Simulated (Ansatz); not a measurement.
`N[SiH]([SiH3])[SeH]` + HBr → `N[SiH]([SiH3])Br` + H₂Se at 600 K and 1 bar (ligand exchange at the Si–Se bond).

Computed with Ansatz on PBE0-D4/def2-TZVP structures; ΔE is electronic, products minus reactants. CBS: MP2 limit from def2 TZ/QZ plus the TZ coupled-cluster correction, frozen cores. For Br, Se outer-core shells are correlated without core-valence functions, which leaves a few kJ/mol of doubt a bond. Scalar relativity is left out up to krypton. One conformer a species, not always the lowest.

```tsv
species	CCSD(T)/CBS energy (Eh)	H − E (kJ/mol)	S (J/(mol·K))
`N[SiH]([SiH3])[SeH]`	-3037.82609	251.5	497.6
HBr	-2573.91920	33.5	219.1
`N[SiH]([SiH3])Br`	-3209.86330	226.7	465.6
H₂Se	-2401.89790	57.0	244.8
```

H − E and S are ideal-gas, rigid-rotor, harmonic terms from PBE0-D4/def2-TZVP, for one conformer and one mirror image of each species. 1 Eh = 2625.50 kJ/mol, R = 8.31446 J/(mol·K).

Task: By hand: ΔE, ΔH, ΔS and ΔG.

Result: ΔE = (-3209.86330) + (-2401.89790) − (-3037.82609) − (-2573.91920) = -0.01591 Eh = -41.8 kJ/mol. Δ(H − E) = 226.7 + 57.0 − 251.5 − 33.5 = -1.3, so ΔH = -43.1 kJ/mol. ΔS = 465.6 + 244.8 − 497.6 − 219.1 = -6.3 J/(mol·K). ΔG = -43.1 − 600 × (-6.3)/1000 = -39.3 kJ/mol.

Task: By hand: the equilibrium constant, and the temperature at which ΔG would vanish if ΔH and ΔS stayed fixed.

Result: log₁₀ K = −ΔG/(RT ln 10) = 3.4. ΔG = 0 at ΔH/ΔS = 6841 K, far beyond where these terms or the molecules hold.

The number of gas molecules stays the same, so ΔS is small and ΔH decides. A doubt of 5 kJ/mol in ΔE shifts log₁₀ K by 0.4 here. Other conformers and mirror images would add mixing entropy, several J/(mol·K) or more a flexible species. These are equilibria of isolated gas molecules and say nothing of rates. Largest T1 diagnostic: 0.011 (customary marks: 0.02 for closed shells, 0.045 for open ones).
